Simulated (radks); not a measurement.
Values are calculated unless marked as measured or tabulated.
Initial-state core-level shifts of the niobium ion Nb3+ when its valence configuration changes from [Kr] 4d2. Code: a radial shooting solver on a logarithmic mesh with Libxc functionals. Model: scalar-relativistic Kohn-Sham, r2SCAN, spin-polarised, spherical densities, finite nucleus; open shells are filled with parallel spins first (spin-orbit coupling, left out, can overturn this in heavy ions); meta-GGA in the generalised Kohn-Sham scheme; Fermi nuclear charge, rms radius 4.324 fm. Shifts are changes of the shell-averaged eigenvalues in eV (positive: less bound); the change of the density at the nucleus, which sets a Mossbauer isomer shift, is in e/bohr^3, on a base of 8.401e+04.

valence           2s       2p       3d       4s  density at nucleus
4d1 5s1       -5.279   -5.269   -5.130   -4.354             +25.028
5p2          -12.870  -12.848  -12.534  -10.680              +9.266
4d1.5 5p0.5   -3.183   -3.178   -3.118   -2.731              +2.054
4d1 5p1       -6.377   -6.366   -6.234   -5.414              +4.271
5s1 5p1      -11.762  -11.740  -11.425   -9.648             +30.070
4d1.5 5s0.5   -2.638   -2.633   -2.568   -2.196             +12.330
5s2          -10.889  -10.869  -10.540   -8.815             +51.719
